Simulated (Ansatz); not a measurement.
`[NH2][Ga]([F])[GeH3]` + HCl → `[F][Ga]([Cl])[GeH3]` + NH₃  (ligand exchange at a Ga–N bond)

Computed with Ansatz on PBE0-D4/def2-TZVP structures; ΔE is electronic, products minus reactants. CCSD(T)/CBS adds triple-zeta CCSD(T) − MP2 to the extrapolated MP2 energy (def2 sets, frozen cores). This one scheme is used for every species. Functionals use def2-TZVPP. For Ga, Ge outer-core shells are correlated without core-valence functions, which leaves a few kJ/mol of doubt a bond. Scalar relativity is left out up to krypton. Each species was taken in one conformer, which may not be the lowest.

`[NH2][Ga]([F])[GeH3]`:

Z-matrix (Å, degrees):
```
Ge
Ga 1 2.417
H 1 1.536 2 110.2
H 1 1.537 2 110.7 3 120.1
H 1 1.536 2 110.1 3 -119.8
F 2 1.765 1 118.7 3 59.5
N 2 1.805 1 130.0 3 -120.5
H 7 1.005 2 124.6 1 0.1
H 7 1.006 2 122.7 1 179.9
```

HCl:

Cartesian coordinates in Å:
```
Cl -0.448 -0.243 0.387
H 0.448 0.243 -0.387
```

`[F][Ga]([Cl])[GeH3]`:

Cartesian coordinates in Å:
```
F 2.161 -0.996 1.220
Ga 0.631 -1.060 0.368
Cl -0.007 -3.069 0.018
Ge -0.524 0.965 -0.296
H -1.944 0.618 -0.753
H 0.253 1.610 -1.452
H -0.569 1.931 0.894
```

NH₃:

```xyz
4

N     0.180   -0.194   -0.096
H    -0.771   -0.542   -0.074
H     0.410    0.101    0.845
H     0.180    0.636   -0.676
```

| level | ΔE (kcal/mol) |
| --- | --- |
| r2SCAN-D4 | -19.3 |
| PBE0-D4 | -19.4 |
| r2SCANh-D4 | -19.4 |
| r2SCAN0-D4 | -19.6 |
| PBE-QIDH | -19.0 |
| LC-ωPBE | -17.5 |
| CCSD/def2-SVP | -18.0 |
| HF/CBS(def2) | -21.4 |

What does CCSD(T)/CBS give? (An estimate is asked.)

Computed: -17.3 kcal/mol. The listed levels differ from it by -2.0, -2.1, -2.1, -2.3, -1.7, -0.2, -0.7, -4.1 kcal/mol.

Largest T1 diagnostic among the species: 0.013.

In def2-TZVPP, CCSD(T) changes the Hartree–Fock value by +4.1 kcal/mol (the triples alone add +0.2 kcal/mol) and MP2 by +3.9 kcal/mol. Leaving LDA and LC-ωPBE aside and taking each functional with its dispersion term where it has one, the values, not all of them listed here, spread over 2.5 kcal/mol, from B97M-V to CAM-B3LYP-D4. LDA lies +2.6 kcal/mol from PBE without D4.
